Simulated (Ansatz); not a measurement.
Gas-phase electronic energies from Ansatz, PBE0-D4/def2-TZVP geometries. CCSD(T)/CBS adds triple-zeta CCSD(T) − MP2 to the extrapolated MP2 energy (def2 sets, frozen cores). This one scheme is used for every species. Functionals use def2-TZVPP. Elements past krypton have def2 core potentials. For I, Sn outer-core shells are correlated without core-valence functions, which leaves a few kJ/mol of doubt a bond.

Reaction (ligand exchange at the Sn–I bond): `[Cl][Sn]([Cl])([Cl])[I]` + HCl → `[Cl][Sn]([Cl])([Cl])[Cl]` + HI

`[Cl][Sn]([Cl])([Cl])[I]`:

Z-matrix (Å, degrees):
```
Sn
Cl 1 2.297
Cl 1 2.297 2 107.9
I 1 2.635 2 111.0 3 121.8
Cl 1 2.297 2 107.9 3 -116.5
```

HCl:

Z-matrix (Å, degrees):
```
Cl
H 1 1.279
```

`[Cl][Sn]([Cl])([Cl])[Cl]`:

```xyz
5

Cl    0.068   -0.777   -2.150
Sn    0.000    0.000    0.000
Cl   -0.305    2.267   -0.018
Cl   -1.733   -0.993    1.115
Cl    1.969   -0.496    1.053
```

HI:

Z-matrix (Å, degrees):
```
I
H 1 1.610
```

Question: Is it downhill or uphill in electronic energy at CCSD(T)/CBS, and by how much? (Estimate.)

Answer: Ansatz gave: Uphill: ΔE = +0.33 eV.

Question: What do these levels give: PBE-D4, B97M-V, BHLYP-D4, ωB97X-V, ωB97M-V, PBE-QIDH, BHLYP, RPA@PBE/def2-TZVPP, HF/def2-TZVPP, MP2/def2-TZVPP, SCS-MP2/def2-TZVPP, MP2/def2-QZVPP? (An estimate is asked.)

Answer: Ansatz gave: PBE-D4 0.29, B97M-V 0.16, BHLYP-D4 0.30, ωB97X-V 0.23, ωB97M-V 0.24, PBE-QIDH 0.29, BHLYP 0.23, RPA@PBE/def2-TZVPP 0.20, HF/def2-TZVPP 0.20, MP2/def2-TZVPP 0.32, SCS-MP2/def2-TZVPP 0.27, MP2/def2-QZVPP 0.37 eV.

Largest T1 diagnostic among the species: 0.011.

In def2-TZVPP, CCSD(T) changes the Hartree–Fock value by +0.04 eV (the triples alone add +0.01 eV) and MP2 by +0.12 eV. At CCSD(T), def2-SVP lies −0.10 eV from the extrapolated value and def2-TZVPP −0.09 eV.
